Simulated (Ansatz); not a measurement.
Basis-set extrapolation for `CS/C(C)=C\C(C)=O` (PBE0-D4/def2-TZVP geometry, frozen core, the Gaussian-basis code of Ansatz). Multiplicity 1, RHF reference.

```csv
,def2-TZVPP,def2-QZVPP
HF,-705.533178,-705.558311
MP2 correlation,-1.411059,-1.508554
CCSD(T) correlation,-1.537341,not run
```

Energies in hartree. Use E(X) = E(∞) + A·exp(−7.88·√X) for Hartree–Fock and E(X) = E(∞) + B·X^(−2.97) for correlation, with X = 3 and 4, and add CCSD(T) minus MP2 of the smaller set to the MP2 limit.

Question: What is the CCSD(T) energy at the basis-set limit?

Answer: HF limit: -705.558311 + (-0.025133) × 0.13774 = -705.56177. MP2 limit: -1.508554 + (-0.097495) × 0.74074 = -1.58077. Higher-order term: -1.537341 − (-1.411059) = -0.12628. Total: -707.26882 hartree, 5.40 eV below CCSD(T)/def2-TZVPP.
